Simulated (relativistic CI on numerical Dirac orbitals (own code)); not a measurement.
Forbidden lines of Cu3+

Method of calculation: Dirac-Coulomb-Breit CI, orbitals from a KLI potential per configuration, QED by a radiative potential, valence Slater integrals scaled by 0.85, configuration energies shifted to the measured levels that pair with them (semi-empirical) (own radial code, finite nucleus).

CI space (outside the closed core [Ne] 3s2): 3p⁶3d⁸, 3p⁶3d⁷4s, 3p⁶3d⁷4p, 3p⁶3d⁷4d, 3p⁶3d⁷5s, 3p⁶3d⁶4s², 3p⁶3d⁷5p, 3p⁶3d⁷4f, 3p⁵3d⁹, 3p⁶3d⁷5d, 3p⁶3d⁶4s4p, 3p⁶3d⁷5f, 3p⁶3d⁷5g, 3p⁶3d⁶4p², 3p⁶3d⁶4s4d. Levels of other configurations are missing.

```
λ vac (Å)           Lower              Upper  Type   A (s⁻¹)        gf  Branching (%)
   666.55  3p⁶3d⁸ ³F4 [1]  3p⁶3d⁷4s ³H6 [28]    E2  2.20e+03  1.91e-06           99.9
   689.84  3p⁶3d⁸ ³F2 [3]  3p⁶3d⁷4s ¹G4 [24]    E2  3.28e+02  2.10e-07           10.5
   694.49  3p⁶3d⁸ ³F4 [1]  3p⁶3d⁷4s ³G4 [22]    E2  2.15e+02  1.40e-07           12.1
   697.71  3p⁶3d⁸ ³F4 [1]  3p⁶3d⁷4s ³G5 [21]    E2  1.71e+03  1.38e-06           96.6
   699.23  3p⁶3d⁸ ³F3 [2]  3p⁶3d⁷4s ³G3 [23]    E2  3.24e+02  1.66e-07           18.9
   703.28  3p⁶3d⁸ ³F3 [2]  3p⁶3d⁷4s ³G4 [22]    E2  1.41e+03  9.44e-07           79.8
   705.09  3p⁶3d⁸ ³F2 [3]  3p⁶3d⁷4s ³G3 [23]    E2  1.37e+03  7.14e-07           79.8
   706.58  3p⁶3d⁸ ³F3 [2]  3p⁶3d⁷4s ³G5 [21]    E2  4.84e+01  3.98e-08            2.7
   708.46  3p⁶3d⁸ ³F4 [1]  3p⁶3d⁷4s ⁵P2 [19]    E2  1.48e+01  5.58e-09           33.9
   709.20  3p⁶3d⁸ ³F2 [3]  3p⁶3d⁷4s ³G4 [22]    E2  4.38e+01  2.97e-08            2.5
   710.53  3p⁶3d⁸ ³F4 [1]  3p⁶3d⁷4s ⁵P3 [18]    E2  5.06e+00  2.68e-09           65.1
   714.49  3p⁶3d⁸ ³F3 [2]  3p⁶3d⁷4s ⁵P1 [20]    E2  3.76e+00  8.64e-10           14.5
   717.61  3p⁶3d⁸ ³F3 [2]  3p⁶3d⁷4s ⁵P2 [19]    E2  6.02e+00  2.32e-09           13.8
   719.73  3p⁶3d⁸ ³F3 [2]  3p⁶3d⁷4s ⁵P3 [18]    E2  2.29e+00  1.25e-09           29.5
   762.80  3p⁶3d⁸ ¹D2 [4]  3p⁶3d⁷4s ¹G4 [24]    E2  1.21e+03  9.47e-07           38.7
   768.80  3p⁶3d⁸ ³F4 [1]  3p⁶3d⁷4s ³F3 [16]    E2  9.56e+02  5.93e-07           22.6
   772.76  3p⁶3d⁸ ³F3 [2]  3p⁶3d⁷4s ³F2 [17]    E2  1.20e+03  5.36e-07           28.1
   778.82  3p⁶3d⁸ ³F4 [1]  3p⁶3d⁷4s ³F4 [15]    E2  3.14e+03  2.57e-06           75.1
   779.58  3p⁶3d⁸ ³F3 [2]  3p⁶3d⁷4s ³F3 [16]    E2  2.10e+03  1.34e-06           49.6
   779.92  3p⁶3d⁸ ³F2 [3]  3p⁶3d⁷4s ³F2 [17]    E2  2.51e+03  1.14e-06           58.8
   782.04  3p⁶3d⁸ ³P2 [5]  3p⁶3d⁷4s ¹G4 [24]    E2  2.75e+02  2.27e-07            8.8
   786.55  3p⁶3d⁸ ¹D2 [4]  3p⁶3d⁷4s ³G4 [22]    E2  3.59e+01  3.00e-08            2.0
   786.87  3p⁶3d⁸ ³F2 [3]  3p⁶3d⁷4s ³F3 [16]    E2  6.92e+02  4.50e-07           16.3
   789.88  3p⁶3d⁸ ³F3 [2]  3p⁶3d⁷4s ³F4 [15]    E2  5.58e+02  4.70e-07           13.3
   800.60  3p⁶3d⁸ ¹D2 [4]  3p⁶3d⁷4s ⁵P1 [20]    E2  5.82e+00  1.68e-09           22.3
   804.52  3p⁶3d⁸ ¹D2 [4]  3p⁶3d⁷4s ⁵P2 [19]    E2  4.12e+00  2.00e-09            9.4
   819.50  3p⁶3d⁸ ¹G4 [8]  3p⁶3d⁷4s ¹G4 [24]    E2  1.27e+03  1.15e-06           40.7
   821.82  3p⁶3d⁸ ³P2 [5]  3p⁶3d⁷4s ⁵P1 [20]    E2  1.10e+01  3.33e-09           42.1
   824.33  3p⁶3d⁸ ³F4 [1]  3p⁶3d⁷4s ⁵F4 [11]    E2  1.97e+01  1.81e-08           85.0
   825.95  3p⁶3d⁸ ³P2 [5]  3p⁶3d⁷4s ⁵P2 [19]    E2  5.40e+00  2.76e-09           12.3
   828.41  3p⁶3d⁸ ³P1 [6]  3p⁶3d⁷4s ⁵P2 [19]    E2  8.93e+00  4.60e-09           20.4
   829.90  3p⁶3d⁸ ³F3 [2]  3p⁶3d⁷4s ⁵F3 [12]    E2  1.15e+01  8.33e-09           71.9
   830.63  3p⁶3d⁸ ³P0 [7]  3p⁶3d⁷4s ⁵P2 [19]    E2  3.37e+00  1.75e-09            7.7
   832.91  3p⁶3d⁸ ³F4 [1]  3p⁶3d⁷4s ⁵F5 [10]    E2  3.50e+00  4.00e-09           92.6
   833.16  3p⁶3d⁸ ³F2 [3]  3p⁶3d⁷4s ⁵F2 [13]    E2  7.12e+00  3.70e-09           81.5
   846.97  3p⁶3d⁸ ¹G4 [8]  3p⁶3d⁷4s ³G4 [22]    E2  3.56e+01  3.44e-08            2.0
   896.48  3p⁶3d⁸ ¹D2 [4]  3p⁶3d⁷4s ³F4 [15]    E2  1.23e+02  1.34e-07            2.9
   902.79  3p⁶3d⁸ ³P1 [6]  3p⁶3d⁷4s ³F2 [17]    E2  2.32e+02  1.42e-07            5.4
   905.43  3p⁶3d⁸ ³P0 [7]  3p⁶3d⁷4s ³F2 [17]    E2  2.28e+02  1.40e-07            5.3
   909.13  3p⁶3d⁸ ³P2 [5]  3p⁶3d⁷4s ³F3 [16]    E2  1.23e+02  1.06e-07            2.9
   912.11  3p⁶3d⁸ ³P1 [6]  3p⁶3d⁷4s ³F3 [16]    E2  3.07e+02  2.68e-07            7.2
   923.18  3p⁶3d⁸ ³P2 [5]  3p⁶3d⁷4s ³F4 [15]    E2  3.34e+02  3.84e-07            8.0
   981.75  3p⁶3d⁸ ³P1 [6]  3p⁶3d⁷4s ⁵F3 [12]    E2  1.86e+00  1.88e-09           11.6
   987.83  3p⁶3d⁸ ³P2 [5]  3p⁶3d⁷4s ⁵F4 [11]    E2  2.13e+00  2.81e-09            9.2
   2220.6  3p⁶3d⁸ ¹D2 [4]     3p⁶3d⁸ ¹S0 [9]    E2  1.61e+01  1.19e-08           52.7
```

Terms are leading LS components. Brackets give the number of a level in order of energy, since labels repeat. The list gives strong lines, with weight on those to low levels, without configurations that were not tied to measured data, among the lowest 400 of 2683 levels, so that lines to higher ones, which can be the strongest, are missing, and without lines across small gaps between configurations, and without 19 lines that miss the measured interval by over 3.5 %, start from a term whose rates miss tabulated ones by over 60 %, have gauges far apart or, lacking measured levels, span too small a gap for the errors found; lines with a level outside our table were not tested and can miss by more. Levels whose partners in the same complex of configurations lie outside the list can be far off, and so can their lines. Rates are taken at the computed energies, electric ones in the length gauge.

Configurations whose levels could be paired with our table of measured levels were shifted onto them, all but the ground configuration, by the median error of their levels; single terms can still be off by 1,000 to 2,000 cm⁻¹ or more, and rates follow the energies as ν³ (E1, M1) or ν⁵ (E2). The others borrow a shift and can be off by several thousand cm⁻¹ or more. The fine structure of a lone outer electron comes out too small, for d and f at times inverted, and misplaced configurations move strength between like terms. 62 of the 66 excited levels that our extract of the measured tables holds in this range could be paired (the sources list more); they are missed by 487 cm⁻¹ on average and 3917 at most, after the shifts were fitted to these levels, and levels without a partner can miss by more.

Task: From the table, what is the radiative lifetime of 3p⁶3d⁷4s ⁵P2?

Result: The listed rates from this level add up to about 4.27e+01 s⁻¹, 98 % of its decay; with all channels τ = 2.29e-02 s.

LS names give the leading component of a level, which can be under half, so a name can repeat, a term be missing and a line seem to break the LS rules.
